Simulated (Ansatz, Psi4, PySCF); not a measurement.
C5H12N, doublet, at a GFN2-xTB geometry. Base run: PySCF with B3LYP/STO-3G.

Input for PySCF:
```python
from pyscf import gto, scf, dft

mol = gto.Mole()
mol.atom = '''
    C    -0.15551325   -0.24560314   -1.75467099
    N     0.06306170    0.08609571   -0.42785088
    C     1.00637347   -0.67626077    0.34959213
    C     2.23211747    0.16851908    0.71024644
    C    -0.98313798    0.77345311    0.28137186
    C    -2.18143035   -0.12375894    0.61371895
    H    -0.75686024    0.44579200   -2.31671610
    H     0.65608945   -0.73282276   -2.26187803
    H     1.32639584   -1.54632624   -0.22876173
    H     0.53430535   -1.03765612    1.27076250
    H     2.72295681    0.51649522   -0.19494052
    H     1.93924894    1.03599440    1.29694076
    H     2.93823080   -0.42123390    1.28915438
    H    -0.56328491    1.18526270    1.20372455
    H    -1.32532720    1.60664863   -0.33987297
    H    -2.58790607   -0.54229888   -0.30332560
    H    -1.88102301   -0.94282199    1.26319282
    H    -2.95471387    0.45220111    1.11512572
'''
mol.basis = 'sto-3g'
mol.spin = 1
mol.verbose = 3
mol.build()

mf = dft.UKS(mol)
mf.xc = 'b3lyp'
mf.kernel()
```

The same geometry, method and basis name were run in Ansatz (a first-principles code) and Psi4 and PySCF, at each program's defaults and at the settings that a row names. The base is PySCF at its defaults. Differences at the defaults can come from grids, fitting, cores and function types together.

```csv
code and settings,ΔE vs base (mEh),basis functions,E (Eh),SCF cycles,dipole (D)
"PySCF, defaults (exact integrals, its default grid, spherical functions)",0.000,42,-249.35491,9,1.21
"Psi4, defaults (density fitting with its default set, its default grid, spherical functions)",-1.726,42,-249.35664,8,1.21
"Ansatz, defaults (factorised integrals, its default grid, spherical functions)",0.002,42,-249.35491,-,-
"PySCF, density fitting with def2-universal-jkfit",-1.706,42,-249.35662,9,1.21
"PySCF, fine grid",-0.001,42,-249.35492,9,1.21
"Psi4, exact integrals, spherical functions, fine grid",-0.001,42,-249.35492,12,1.21
"Ansatz, high accuracy",-0.001,42,-249.35492,-,-
```

Open shells are given as the SCF converged; they aren't shown to be the lowest states, and a large step between rows can be another state.
